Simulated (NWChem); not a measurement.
NbF5; SMILES [F][Nb]([F])([F])([F])[F]

```xyz
6

Nb     0.0000     0.0000     0.0000
F      0.4692     1.7707     0.0000
F      1.2989    -1.2917     0.0000
F     -1.7681    -0.4790     0.0000
F      0.0000     0.0000    -1.8633
F      0.0000     0.0000     1.8633
```
Atoms are numbered in this order, from 1.

Level: PBE0/def2-SVP with def2 effective core potentials on Nb (NWChem), optimised geometry, unscaled harmonic frequencies. def2 effective core potentials on Nb; no spin-orbit coupling.

### Question
List the harmonic frequencies with IR intensities, and the thermochemistry.

### Answer
```
frequency (cm⁻¹)  IR intensity (km/mol)
----------------  ---------------------
98                                  3.4
98                                  3.4
218                                28.9
218                                28.9
257                                25.3
280                                 0.0
280                                 0.0
658                                 0.0
736                               350.0
743                                 0.0
767                               217.4
767                               217.4
```

| Quantity | Value |
|---|---|
| zero-point energy | 7.3 kcal/mol |
| thermal correction to the enthalpy at 298.15 K (with zero-point energy) | 12.5 kcal/mol |
| heat capacity Cv | 22.5 cal/(mol K) |
| entropy at 298.15 K and 1 atm (symmetry number 6) | 82.6 cal/(mol K) |

Rigid rotor and harmonic oscillator; modes under 100 cm⁻¹ make the entropy uncertain.
